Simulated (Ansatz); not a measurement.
Two isomers of CH7BOSi: A = `BO[SiH2]C`, B = `B[SiH2]OC`.

Calculated with Ansatz (gas phase, PBE0-D4/def2-TZVP geometries, no zero-point term in ΔE). CBS: MP2 limit from def2 TZ/QZ plus the TZ coupled-cluster correction, frozen cores. DFT in def2-TZVPP. B3LYP here is the variant with VWN-RPA as its local correlation; programs differ in this. Each species was taken in one conformer, which may not be the lowest.

A:

```xyz
11

B    -0.5688    0.1842    2.1793
O    -0.6269   -0.3585    0.9505
Si   -0.4596    0.2873   -0.5731
C     0.9573   -0.5530   -1.4263
H    -0.3620    1.3639    2.3107
H    -0.7248   -0.5377    3.1247
H    -1.7369    0.0388   -1.2876
H    -0.2323    1.7530   -0.4559
H     1.0614   -0.1772   -2.4477
H     1.8965   -0.3689   -0.8995
H     0.7959   -1.6320   -1.4752
```

B:

```xyz
11

B    -0.569   -0.642    2.249
Si   -0.662   -0.071    0.335
O     0.844    0.061   -0.322
C     1.045    0.447   -1.660
H     0.456   -0.849    2.826
H    -1.589   -0.785    2.859
H    -1.477   -1.053   -0.450
H    -1.383    1.238    0.231
H     0.566   -0.252   -2.357
H     0.651    1.452   -1.852
H     2.118    0.453   -1.860
```

(1) Which is lower in electronic energy at CCSD(T)/CBS, and by how much? (Best estimate.)

(2) Give E(B) − E(A) in kJ/mol with LDA (SPW92), CCSD(T)/def2-TZVPP, MP2/def2-TZVPP, CCSD(T)/def2-SVP, B3LYP-D4, CCSD/def2-TZVPP, PBE-D4. (Estimate.)

(3) Does the order hold for the free energy at 298.15 K (harmonic terms from PBE0-D4)? (Best estimate.)

Largest T1 diagnostic: 0.012.

Results:

(1) The calculation gave: A, by 269.1 kJ/mol.

(2) The calculation gave: LDA (SPW92) 266.6, CCSD(T)/def2-TZVPP 267.2, MP2/def2-TZVPP 279.7, CCSD(T)/def2-SVP 270.1, B3LYP-D4 265.3, CCSD/def2-TZVPP 266.1, PBE-D4 257.0. None reverses the order clearly.

(3) Ansatz gave: Yes: G(B) − G(A) = +265.6 kJ/mol, for one conformer each. Modes under 60 cm⁻¹, often nearly free rotors, make the harmonic entropy too high.

Leaving LDA and LC-ωPBE aside and taking each functional with its dispersion term where it has one, the values, not all of them listed here, spread over 18.4 kJ/mol, from revPBE-D4 to ωB97M-V. LDA lies +9.9 kJ/mol from PBE without D4. From PBE to PBE0 (25 % exact exchange), in def2-TZVPP and without D4, E(B) − E(A) moves by +4.2 kJ/mol.
